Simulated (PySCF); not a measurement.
Electric field gradients and quadrupole coupling constants

C4H5Br.
SMILES with atom numbers: `[CH2:1]=[CH:2]/[CH:3]=[CH:4]/[Br:5]` (hydrogens: H6, H7 on C1; H8 on C2; H9 on C3; H10 on C4)

Cartesian coordinates in Å at the PBE0-D3(BJ)/def2-SVP level; atoms count from 1:
```xyz
10
C4H5Br angstrom
C     -1.8152   -1.0253    0.1622
C     -0.6199   -0.6506   -0.3156
C      0.1227    0.4956    0.1764
C      1.3165    0.8526   -0.3168
Br     2.2895    2.3255    0.3036
H     -2.3423   -1.8952   -0.2356
H     -2.3034   -0.4706    0.9693
H     -0.1571   -1.2276   -1.1247
H     -0.3249    1.0831    0.9851
H      1.8155    0.3088   -1.1225
```

Field gradients from the PBE0/pcSseg-1 density (PySCF, non-relativistic), principal values in atomic units, ordered |Vxx| ≤ |Vyy| ≤ |Vzz|:

```json
{"atom": "Br5", "Vxx": "-3.3935", "Vyy": "-4.2213", "Vzz": "7.6148"}
```

**Question.** Find the asymmetry η = (Vxx − Vyy)/Vzz and the couplings χ = eQV/h (234.96 MHz × Q in barn × V in au), with Q(79Br) = 0.313 b.

**Answer.** 
```
atom    environment  nucleus     η  χzz (MHz)  χxx (MHz)  χyy (MHz)
 Br5  vinyl bromine     79Br  0.11      560.0     -249.6     -310.5
```

The tensor is traceless: Vxx + Vyy + Vzz = 0.

**Question.** What is Vzz at Br5 in SI units (1 au = 9.71736 × 10²¹ V/m²)?

**Answer.** 7.6148 au = 73.996 × 10²¹ V/m².

**Question.** And the gradient at the other heavy atoms, for which no coupling is worked out here?

**Answer.** 
| atom | environment | Vzz (au) | η |
| --- | --- | --- | --- |
| C1 | terminal =CH2 carbon | 0.304 | 0.36 |
| C2 | alkene CH carbon | 0.306 | 0.57 |
| C3 | alkene CH carbon | 0.289 | 0.30 |
| C4 | alkene CH carbon | -0.355 | 0.64 |

Were the hydrogens deuterons (Q(2H) = 0.00286 b), χzz would run from 199 kHz (H9 and H8) to 207 kHz (H6).

Geometry: PBE0-D3(BJ)/def2-SVP, one conformer, isolated molecule. The calculation is non-relativistic, for bromine too. With so small a basis the couplings can be 20 % off.
